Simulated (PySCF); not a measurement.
# Radial density of Tc²⁸⁺ (technetium, charge +28)

UHF, [Ne] 3s2 3p3, high-spin 4S determinant. Calculation: PySCF 2.14, in an uncontracted even-tempered set (18 s from 3.9 bohr⁻², ratio 2.5; 12 p from 5 bohr⁻², ratio 2.5; 5 d from 22 bohr⁻², ratio 2.7; 4 f from 32 bohr⁻², ratio 2.7); scalar relativity by spin-free X2C-1e.

| r (bohr) | 4πr²ρ (e/bohr) | 4πr²(ρα − ρβ) |
| --- | --- | --- |
| 0.0290 | 52.99 | 0.8242 |
| 0.0488 | 44.84 | 2.5327 |
| 0.0820 | 59.09 | 3.7443 |
| 0.138 | 52.53 | 0.3930 |
| 0.232 | 19.15 | 4.9988 |
| 0.390 | 16.16 | 9.2456 |
| 0.656 | 1.386 | 0.8115 |
| 1.10 | 0.003315 | 0.0015 |

Densities and radii are taken from the X2C orbitals without a picture-change correction, which distorts them close to the nucleus.

Spin-orbit coupling is strong in this species (close to jj coupling), so the high-spin LS determinant is a model state, not a physical level.
